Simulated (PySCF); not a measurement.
# Excitation energy of As⁺ by level of theory

As⁺ [Ar] 3d10 4s2 4p2 (3P) → As⁺ [Ar] 3d10 4s1 4p3, s spin flipped, as a difference of total energies. Computed with PySCF 2.14 in def2-QZVPPD, with the non-relativistic Hamiltonian (point nucleus). Correlated levels: valence: [Ar] 3d10 frozen. The calculations carry no spin-orbit coupling.

```json
{"method": "UHF", "excitation energy (eV)": "12.160"}
{"method": "MP2 (valence)", "excitation energy (eV)": "10.625"}
{"method": "SCS-MP2 (valence)", "excitation energy (eV)": "10.503"}
```

Task: How much does correlation contribute at MP2 (valence)?

Result: 10.625 − (12.160) = -1.535 eV, measured against UHF.

The upper determinant mixes two multiplicities, so it lies between the two terms.

The coupled-cluster amplitudes are large for the upper state (T1 above 0.03 or a double amplitude above 0.15), so a single reference is strained.
